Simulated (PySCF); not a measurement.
Radial density of Tl(2+) (thallium, charge +2)

UHF, [Xe] 4f14 5d9 6s2, 2D determinant (an excited configuration). Calculation: PySCF 2.14, in x2c-QZVPPall; the spin-free X2C one-electron Hamiltonian (Gaussian nucleus).

```tsv
r (bohr)	4πr²ρ (e/bohr)	4πr²(ρα − ρβ)
0.0168	103.0	-0.0007
0.0283	111.0	0.0014
0.0476	152.7	0.0253
0.0800	121.6	0.0974
0.135	142.5	0.0660
0.226	84.78	0.0305
0.381	94.22	0.1838
0.641	34.39	0.1091
1.08	18.88	1.0136
1.81	5.022	0.3637
3.05	0.6586	0.0035
5.13	0.01249	-0.0007
```

Densities and radii are taken from the X2C orbitals without a picture-change correction, which distorts them close to the nucleus.

Spin-orbit coupling, absent here, splits the open shell strongly.
